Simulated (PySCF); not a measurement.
This PySCF input asks for the NMR shieldings of `InChI=1S/C6H14BNO2/c1-5(2)6-4-9-7(8-3)10-6/h5-6,8H,4H2,1-3H3/t6-/m1/s1`; the geometry comes from GFN2-xTB.

```python
import basis_set_exchange as bse
import numpy as np
from pyscf import gto, dft
from pyscf.prop import nmr

atoms = """
C     3.645594   -0.776916    0.045857
N     2.976641    0.473441    0.323096
B     1.635497    0.753342    0.061858
O     1.037265    1.966941    0.348980
C    -0.319743    1.882409   -0.018293
C    -0.514084    0.463125   -0.616273
C    -1.575042   -0.372482    0.117937
C    -2.964272    0.232351   -0.065874
C    -1.549194   -1.810705   -0.394505
O     0.758949   -0.143141   -0.513269
H     2.934578   -1.440529   -0.439169
H     3.999493   -1.246702    0.968558
H     4.500657   -0.623953   -0.618594
H     3.556876    1.174706    0.751632
H    -0.545492    2.670788   -0.743347
H    -0.933041    2.032210    0.877283
H    -0.774671    0.517538   -1.682910
H    -1.314891   -0.375803    1.182341
H    -3.227565    0.255076   -1.121350
H    -3.703342   -0.368989    0.458345
H    -3.011612    1.247514    0.319955
H    -0.541879   -2.210907   -0.323216
H    -2.220359   -2.434222    0.191207
H    -1.862098   -1.845330   -1.435762
"""
names = dict.fromkeys(["C", "N", "B", "O", "H"], "pcSseg-1")
basis = {el: gto.basis.parse(bse.get_basis(n, elements=[el], fmt="nwchem")) for el, n in names.items()}
mol = gto.M(atom=atoms, basis=basis, charge=0, verbose=0)
mf = dft.RKS(mol, xc="PBE0")
mf.grids.level = 2
mf.grids.alignment = dft.numint.BLKSIZE   # the property module wants whole blocks of grid points
mf.conv_tol = 1e-9
mf.kernel()

calc = nmr.RKS(mf)   # GIAO
C = mf.mo_coeff
Co = C[:, mf.mo_occ > 0]
resp = mf.gen_response(singlet=True, hermi=2)
def vind(x):   # induced exchange potential for any number of trial vectors
    d = np.einsum("pi,xij,qj->xpq", C, 2 * x.reshape(-1, C.shape[1], Co.shape[1]), Co, optimize=True)
    return np.einsum("xpq,pi,qj->xij", resp(d - d.transpose(0, 2, 1)), C, Co, optimize=True).ravel()
mo1, _ = nmr.rhf.solve_mo1(calc, with_cphf=vind)
sigma = calc.kernel(mo1)
for i, s in enumerate(sigma):   # ppm
    w = np.linalg.eigvalsh((s + s.T) / 2)
    print("%2d %-2s iso %8.1f  s11 %8.1f  s22 %8.1f  s33 %8.1f" % (i, mol.atom_pure_symbol(i), w.mean(), *w))
```

Question: What does it print?

Answer: 
```
 0 C  iso    155.7  s11    133.2  s22    148.0  s33    185.9
 1 N  iso    217.0  s11    178.3  s22    218.0  s33    254.6
 2 B  iso     77.0  s11     59.5  s22     74.3  s33     97.2
 3 O  iso    249.6  s11    155.4  s22    257.0  s33    336.5
 4 C  iso    112.1  s11     80.2  s22    102.5  s33    153.7
 5 C  iso    100.9  s11     69.7  s22     92.8  s33    140.2
 6 C  iso    145.6  s11    134.5  s22    142.9  s33    159.3
 7 C  iso    167.9  s11    156.4  s22    158.8  s33    188.3
 8 C  iso    165.2  s11    152.9  s22    156.6  s33    186.2
 9 O  iso    227.7  s11    149.1  s22    255.0  s33    279.1
10 H  iso     28.5  s11     23.3  s22     29.8  s33     32.3
11 H  iso     28.9  s11     24.0  s22     26.6  s33     36.2
12 H  iso     28.9  s11     23.8  s22     26.7  s33     36.3
13 H  iso     30.0  s11     21.0  s22     29.9  s33     39.0
14 H  iso     27.2  s11     22.6  s22     27.1  s33     31.9
15 H  iso     27.6  s11     22.4  s22     28.3  s33     32.1
16 H  iso     27.8  s11     24.8  s22     27.3  s33     31.4
17 H  iso     30.4  s11     28.1  s22     29.2  s33     34.0
18 H  iso     31.3  s11     27.8  s22     29.0  s33     37.2
19 H  iso     30.7  s11     26.3  s22     28.1  s33     37.7
20 H  iso     30.9  s11     25.4  s22     30.1  s33     37.2
21 H  iso     29.6  s11     23.6  s22     30.1  s33     35.1
22 H  iso     30.8  s11     26.6  s22     28.0  s33     37.7
23 H  iso     31.2  s11     28.1  s22     28.5  s33     36.9
```

These numbers come from an equivalent density-fitted implementation of the same equations, which agrees with the script to about 0.01 ppm for H and up to a few tenths of a ppm for heavy atoms, so last digits may differ.

Size and cost of the density-fitted run: 240 basis functions, 110 s wall time on 1 thread of an Arm Neoverse N1, shared host; peak memory 1.1 GiB.
